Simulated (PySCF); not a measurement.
**Computed properties of GeH₃I, SMILES [GeH3][I]**

GeH3I, SMILES [GeH3][I]. Coordinates come from a PBE0-D3(BJ)/def2-TZVP optimisation. The def2 effective core potentials stand for the cores of I; spin–orbit coupling is left out. One conformer was computed; it need not be the lowest. All values are computed for the isolated molecule unless a solvent is named; none is compared with measurement here.

**Structure.** The optimised structure has C3v symmetry. All 9 harmonic modes at PBE0-D3(BJ)/def2-TZVP (PySCF) are real, so it is a minimum.

**Vibrations.** The strongest infrared lines (harmonic, unscaled, degenerate partners summed) lie at 814 cm⁻¹ (275 km/mol, H 98 %), 2185 cm⁻¹ (164 km/mol, H 98 %), 870 cm⁻¹ (78 km/mol, H 99 %). The softest mode is at 253 cm⁻¹ and the zero-point energy is 14.9 kcal/mol.

**Electronic structure.** B3LYP/def2-TZVPD (PySCF) places the frontier levels at -7.34 and -1.45 eV, a gap of 5.89 eV, and gives a dipole moment of 1.59 D and a mean polarisability of 69.7 bohr³.

**Excitations.** TDDFT-B3LYP/def2-SVPD (PySCF) has S1 at 4.84 eV (256 nm, f = 0.016, weak); the most intense of the 10 singlets computed lies at 7.38 eV (f = 0.06). Strengths of degenerate partners are summed. T1 (TDA) is at 4.42 eV. No vertical singlet excitation falls in the visible range (under 3.1 eV).
